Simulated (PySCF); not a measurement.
O3W, charge +1, multiplicity 2. Atoms are numbered in the order given.

```xyz
4

W      0.0000     0.0000    -0.0028
O      0.0000     0.0000     1.8936
O      0.0000     1.4119    -0.9340
O      0.0000    -1.4119    -0.9340
```
Charge +1, spin multiplicity 2.

Geometry: B3LYP-D3(BJ)/def2-TZVP. The geometry has at least one imaginary mode, so it is a saddle point at that level. The multiplicity is an assumed one; other spin states were not compared. The isomer is the one that the SMILES or the coordinates give; other isomers of the formula were not compared. The def2 effective core potentials stand for the cores of W; spin–orbit coupling is left out.

Calculation: PySCF 2.14.0 with TDA-ωB97X/def2-SVPD.

Vertical excitations. 

Computed excitation energies, oscillator strengths and character:
```json
[
 {"state": "root 1", "energy (eV)": "0.92", "λ (nm)": "1343", "f": "0.000", "main pairs": "β HOMO−2→LUMO 77 %, β HOMO−4→LUMO 20 %"},
 {"state": "root 2", "energy (eV)": "1.08", "λ (nm)": "1146", "f": "0.001", "main pairs": "β HOMO−1→LUMO 69 %, β HOMO−3→LUMO 20 %"},
 {"state": "root 3", "energy (eV)": "2.18", "λ (nm)": "570", "f": "0.000", "main pairs": "α HOMO→LUMO 28 %, β HOMO→LUMO+1 71 %"},
 {"state": "root 4", "energy (eV)": "2.31", "λ (nm)": "537", "f": "0.001", "main pairs": "α HOMO→LUMO 71 %, β HOMO→LUMO+1 28 %"},
 {"state": "root 5", "energy (eV)": "2.38", "λ (nm)": "522", "f": "0.001", "main pairs": "α HOMO−1→LUMO 12 %, β HOMO−1→LUMO+1 83 %"},
 {"state": "root 6", "energy (eV)": "2.81", "λ (nm)": "440", "f": "0.007", "main pairs": "β HOMO−2→LUMO+1 93 %"},
 {"state": "root 7", "energy (eV)": "2.93", "λ (nm)": "423", "f": "0.004", "main pairs": "α HOMO−1→LUMO 84 %, β HOMO−1→LUMO+1 12 %"},
 {"state": "root 8", "energy (eV)": "3.22", "λ (nm)": "385", "f": "0.014", "main pairs": "α HOMO−2→LUMO 92 %"},
 {"state": "root 9", "energy (eV)": "3.46", "λ (nm)": "358", "f": "0.000", "main pairs": "β HOMO→LUMO 93 %"},
 {"state": "root 10", "energy (eV)": "4.01", "λ (nm)": "309", "f": "0.000", "main pairs": "α HOMO→LUMO+2 17 %, α HOMO−1→LUMO+1 12 %, β HOMO−1→LUMO+2 42 %, β HOMO→LUMO+3 26 %"}
]
```
Unrestricted roots are not spin-pure.
